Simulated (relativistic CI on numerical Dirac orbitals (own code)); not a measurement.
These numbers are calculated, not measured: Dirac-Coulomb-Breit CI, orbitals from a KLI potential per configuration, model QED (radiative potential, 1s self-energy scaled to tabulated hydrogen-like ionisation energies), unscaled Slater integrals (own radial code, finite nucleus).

The strongest absorption lines from the ground level of an ion, among the configurations computed and to levels below about 1300 eV (vacuum wavelength in nm, gf): 1.3927 (0.67), 1.4472 (1.5), 1.4568 (0.0089), 1.5862 (0.12), 1.6609 (0.24), 6.1985 (1.5), 7.8494 (0.18), 9.5901 (2.6e-05).

(1) Which ion is it?
A. Pd³⁰⁺
B. Ru²⁶⁺
C. Pd²⁸⁺
D. Mo²⁴⁺

## Answers

(1) C. Pd²⁸⁺ has 18 electrons and the ground level 3s²3p⁶ ¹S0; the strongest line goes to 3s²3p⁵3d ¹P°1. The pattern of lines fixes the number of electrons, and along that sequence the line energies rise steadily with the charge (about as its square where n changes within one kind of shell, about linearly where n is kept but much faster in heavy ions where fine structure, which grows about as Z⁴, sets the gap, and irregularly where shells cross), which fixes Z. Configurations outside the model, such as inner-shell arrays, can give stronger lines. At this charge energies of transitions that change n are usually good to better than 1 %, and those within a shell (Δn = 0) to a few per cent.

LS names give the leading component of a level, which can be under half, so a name can repeat, a term be missing and a line seem to break the LS rules.
